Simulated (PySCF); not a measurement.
A side-by-side comparison of computed properties.

First species: C2H2F6NP.
SMILES: `FC(F)(P(N)C(F)(F)F)F`

Second species: Cu(NH3)Cl (singlet state).
SMILES: `[NH3]->[Cu][Cl]`

Levels: PBE0/def2-SVPD for dipole moment, HOMO energy, LUMO energy, HOMO–LUMO gap, static isotropic polarisability and electronic spatial extent ⟨r²⟩ about the centre of nuclear charge; TDDFT PBE0/def2-SVPD for lowest singlet excitation; PBE0-D3(BJ)/def2-SVP for rotational constant A and rotational constant C. Geometries: PBE0-D3(BJ)/def2-SVP. Each species is one conformer at its optimised geometry, gas phase, non-relativistic unless stated; the electronic structure was computed with PySCF and density fitting.

Dipoles, sizes and rotational constants follow the conformer. The torsions of the flexible species, by atom-mapped SMILES:
- `[NH2:1][P:2]([C:3]([F:4])([F:5])[F:6])[C:7]([F:8])([F:9])[F:10]`: N1–P2–C3–F4 -43°, N1–P2–C7–F8 38°, H–N1–P2–C3 57°, H–N1–P2–C3 -144°

**Question.** Which of the two has the higher ⟨r²⟩, and by how much?

**Answer.** The first: 1413 bohr² against 482 bohr², a difference of 931 bohr².

**Question.** Which has the higher S1 energy?

**Answer.** The first: 6.53 eV against 4.39 eV, a difference of 2.14 eV.

**Question.** Which has the higher dipole moment?

**Answer.** The second: 9.21 D against 2.82 D, a difference of 6.39 D.

**Question.** Which has the higher HOMO–LUMO gap?

**Answer.** The first: 8.04 eV against 5.59 eV, a difference of 2.45 eV.

**Question.** Which of the two has the higher HOMO energy, and by how much?

**Answer.** The second: -6.65 eV against -8.52 eV, a difference of 1.87 eV.

**Question.** Which of the two has the higher static isotropic polarisability, and by how much?

**Answer.** The first: 62.8 au against 48.5 au, a difference of 14.3 au.

**Question.** Which of the two has the higher rotational constant C, and by how much?

**Answer.** The second: 2.401 GHz against 0.801 GHz, a difference of 1.600 GHz.

**Question.** Which of the two has the higher LUMO energy, and by how much?

**Answer.** The first: -0.48 eV against -1.06 eV, a difference of 0.58 eV.

On the first: In atomic units the dipole is 1.11 e·bohr (1 au = 2.5417 D). No computed singlet falls in the visible range (750 to 380 nm, 1.65 to 3.26 eV); S1 lies 3.27 eV above its blue end.

On the second: S1 lies 1.20 eV below the HOMO–LUMO gap. A dipole of 9.21 D is allowed in C3v, and pure rotational transitions are dipole-allowed.
